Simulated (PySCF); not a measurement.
Telling isomers of C8H15P apart by NMR

All values are calculated (PySCF 2.14): NMR shieldings at PBE0/pcSseg-1/GIAO, geometry: GFN2-xTB. Non-relativistic Hamiltonian, isolated molecule, equivalent nuclei averaged, one computed conformer.

Referencing at the same level of theory: ¹H (σ = 31.72 ppm) and ¹³C (σ = 186.93 ppm) against TMS. Splittings of carbon signals by F and P are missing where no couplings were computed. Where no couplings were computed, multiplicities follow the n + 1 count of equivalent neighbours, and m marks all less simple cases (inequivalent or close neighbours, rings, F or P nearby). Shifts are as computed. Against solution values, carbons near 30 ppm lie about +3 ppm off and those near 130 ppm about +5 ppm. Of 1211 compounds with measured shifts, 218 miss one by over three times the rms of a fit or turn the order of signals round; such compounds aren't used in these exercises.

(1) Tabulate the signals of `C=[P@]12CCC[C@H]1CCC2`, `C=CP1CCC(C)CC1` and their relative energies.

(2) What is the quickest way to tell C=[P@]12CCC[C@H]1CCC2 from C=CP1CCC(C)CC1?

Results:

(1) 
```tsv
SMILES	carbon types	δC	δH	E rel. (kcal/mol)
C=[P@]12CCC[C@H]1CCC2	1×CH 7×CH2	45.9, 36.0, 32.7, 26.1, 1.5	1.97 (m, 2H), 1.83 (m, 2H), 1.69 (m, 2H), 1.64 (m, 2H), 1.60 (m, 2H), 1.44 (m, 2H), 1.38 (m, 1H), -0.10 (m, 2H)	14.1
C=CP1CCC(C)CC1	2×CH 5×CH2 1×CH3	153.7, 134.0, 38.3, 36.7, 34.1, 25.6	6.73 (m, 1H), 6.11 (m, 1H), 5.77 (m, 1H), 1.98 (m, 2H), 1.90 (m, 2H), 1.54 (m, 2H), 1.17 (m, 2H), 1.10 (m, 1H), 0.94 (m, 3H)	0.0
```

Energies are electronic energies at PBE0/pcSseg-1 on these geometries, without zero-point or thermal terms, each for the one conformer computed, which needn't be the lowest.

(2) Count the carbon signals: 5 against 6. The first has a carbon double-bonded to a heavier main-group atom (CH2) at 1.5 ppm, the second an alkene CH at 153.7 ppm. Their most deshielded carbons lie at 45.9 and 153.7 ppm. In the proton spectra the most deshielded non-exchanging signals are 1.97 (m, 2H) and 6.73 (m, 1H).
